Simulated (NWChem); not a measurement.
# Si$_{3}$H$_{7}$ cation

```xyz
10

Si     0.3104     2.1604     0.0001
Si    -0.6530    -0.0004    -0.0037
Si     0.3102    -2.1606    -0.0013
H     -0.1834     2.7182    -1.2924
H      1.7844     2.0045     0.0721
H     -0.3067     2.8174     1.1861
H     -2.1483     0.0024     0.0208
H     -0.4284    -2.9046    -1.0578
H     -0.0320    -2.6191     1.3779
H      1.7674    -2.0104    -0.2393
```
Atoms are numbered in this order, from 1.

Results from NWChem. All runs use the structure optimised with PBE0/def2-SVP. Level r2SCAN/def2-SVP: energy and gradient on several grids; changes count from the extra-fine grid, which is no exact limit either.

```
grid     size of the energy change (μHa)  largest change of a gradient component (μHa/bohr)  time, medium = 1 (rough)
-------  -------------------------------  -------------------------------------------------  ------------------------
xcoarse                             2000                                               4000                   about 1
coarse                               300                                                300                   about 1
medium                              < 10                                                100                   about 1
fine                                < 10                                               < 30                   about 1
xfine                               < 10                                               < 30                         3
```
